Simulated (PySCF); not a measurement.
## Excitation energy of Ar(2+) by level of theory

Ar(2+) [Ne] 3s2 3p4 (3P) → Ar(2+) [Ne] 3s1 3p5, s spin flipped, as a difference of total energies. Computed with PySCF 2.14 in aug-cc-pCVTZ-DK with one added diffuse shell each of s, p, d, f type (9s8p6d4f, 91 functions), with the spin-free X2C one-electron Hamiltonian (Gaussian nucleus). Correlated levels: valence: [Ne] frozen. The calculations carry no spin-orbit coupling.

| method | excitation energy (eV) |
| --- | --- |
| UHF | 21.253 |
| MP2 (valence) | 18.656 |
| SCS-MP2 (valence) | 18.286 |

Task: How much does correlation contribute at MP2 (valence)?

Result: 18.656 − (21.253) = -2.597 eV, measured against UHF.

The upper determinant mixes two multiplicities, so it lies between the two terms.

The coupled-cluster amplitudes are large for the upper state (T1 above 0.03 or a double amplitude above 0.15), so a single reference is strained.
